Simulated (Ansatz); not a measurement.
The lowest singlet and triplet of C3H2 (SMILES [C]=C=C); geometries from B3LYP-D3(BJ)/def2-TZVP, each state relaxed from the structure named, with no frequency check.
Singlet (charge 0, multiplicity 1):
```xyz
5

C      1.474    -0.021    -0.141
C      0.200    -0.003    -0.019
C     -1.114     0.016     0.107
H     -1.688     0.927    -0.041
H     -1.675    -0.879     0.363
```

A positive gap puts the triplet lower; no zero-point energy. R- takes a restricted singlet. The triplet is unrestricted in single-reference levels. Active spaces average the two states.

Frozen-core correlation.

The values were computed with Ansatz (Gaussian basis) for Hartree–Fock, density functionals and correlated methods. Values without a source in brackets are computed.

R-PBE/def2-TZVPP gives -119.7 kJ/mol for the gap E(singlet) − E(triplet), vertical, at the singlet's geometry.

Q: Where do these levels fall relative to PBE: R-r2SCAN/def2-TZVPP, R-B3LYP/def2-TZVPP, R-wB97M-V/def2-TZVPP, R-B2PLYP/def2-TZVPP, SC-NEVPT2 on SA-CASSCF(6,6)/cc-pVTZ, FIC-MRCISD+Q on SA-CASSCF(6,6)/cc-pVTZ.

A: R-r2SCAN/def2-TZVPP 29.4; R-B3LYP/def2-TZVPP -10.7; R-wB97M-V/def2-TZVPP -17.3; R-B2PLYP/def2-TZVPP -26.5; SC-NEVPT2 on SA-CASSCF(6,6)/cc-pVTZ -21.1; FIC-MRCISD+Q on SA-CASSCF(6,6)/cc-pVTZ -16.2 kJ/mol. 1 of 6 lie above PBE; the widest gap is to R-r2SCAN/def2-TZVPP.

Doubts at one or more of the structures used: a restricted determinant that unrestricted orbitals would lower (R-r2SCAN/def2-TZVPP).

Ansatz is a quantum-chemistry and plane-wave program.
